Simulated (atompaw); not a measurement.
**An all-electron radial function and its pseudo partner (ytterbium (Yb))**

Columns: radius, all-electron u(r) and pseudo u(r) of the 5p shell (level -29.10 eV) of ytterbium in the configuration [Kr] 4d10 4f14 5s2 5p6 5d0 6s1 6p1; PBEsol, scalar-relativistic, PAW (atompaw) scheme, atompaw 4.2.0.5.

```csv
r (bohr),all-electron,pseudo
0.081,-0.0280,0.0096
0.162,0.3163,0.0381
0.242,0.0278,0.0833
0.323,-0.3380,0.1443
0.404,-0.4759,0.2177
0.485,-0.3909,0.3002
0.565,-0.1815,0.3868
0.646,0.0734,0.4759
0.727,0.3188,0.5624
0.808,0.5283,0.6428
0.888,0.6911,0.7132
0.969,0.8111,0.7730
1.050,0.8904,0.8197
1.131,0.9353,0.8524
1.212,0.9525,0.8711
1.292,0.9481,0.8764
1.373,0.9273,0.8694
1.454,0.8945,0.8514
1.535,0.8535,0.8242
1.615,0.8077,0.7896
1.696,0.7582,0.7486
1.777,0.7073,0.7031
1.858,0.6564,0.6551
1.938,0.6071,0.6069
2.019,0.5588,0.5588
2.100,0.5127,0.5127
```

How many radial nodes do the two functions have?

The all-electron 5p function has n − l − 1 = 3; the pseudo-wave has 0, since the states of the same l below it are removed with the core.

Is the pseudo-wave norm-conserving?

No, it belongs to a PAW set: the norm inside the radius is not constrained, and the difference is carried by the augmentation charge.
